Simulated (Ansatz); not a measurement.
Isolated molecules relaxed with PBE0-D4/def2-TZVP in Ansatz; ΔE leaves out vibrations. CCSD(T)/CBS adds triple-zeta CCSD(T) − MP2 to the extrapolated MP2 energy (def2 sets, frozen cores). This one scheme is used for every species. Functionals use def2-TZVPP. Each species was taken in one conformer, which may not be the lowest.

`FBC(F)Cl` + CH₃NH₂ → `CNBF` + `FCCl`  (ligand exchange at a B–C bond)

| species | r2SCAN energy (Eh) |
| --- | --- |
| `FBC(F)Cl` | -724.05995 |
| CH₃NH₂ | -95.83545 |
| `CNBF` | -220.62995 |
| `FCCl` | -599.32062 |

**Question.** Work out ΔE.

**Answer.** ΔE = (-220.62995) + (-599.32062) − (-724.05995) − (-95.83545) = -0.05517 Eh = -144.8 kJ/mol. CCSD(T)/CBS gives -145.6 kJ/mol.

**Question.** What do rigid-rotor, harmonic-oscillator terms from PBE0-D4/def2-TZVP frequencies (298.15 K, 1 bar) make of the CCSD(T)/CBS value? (Estimate.)

**Answer.** Computed: ΔZPE = +5.1 kJ/mol, ΔH = -142.1 kJ/mol, ΔS = -4 J/(mol·K), ΔG = -140.8 kJ/mol.

Largest T1 diagnostic among the species: 0.013.

From PBE to PBE0 (25 % exact exchange), in def2-TZVPP and without D4, ΔE moves by −4.0 kJ/mol. In def2-TZVPP, CCSD(T) changes the Hartree–Fock value by +7.6 kJ/mol (the triples alone add +1.6 kJ/mol) and MP2 by +4.7 kJ/mol. At CCSD(T), def2-SVP lies −7.4 kJ/mol from the extrapolated value and def2-TZVPP +0.2 kJ/mol.
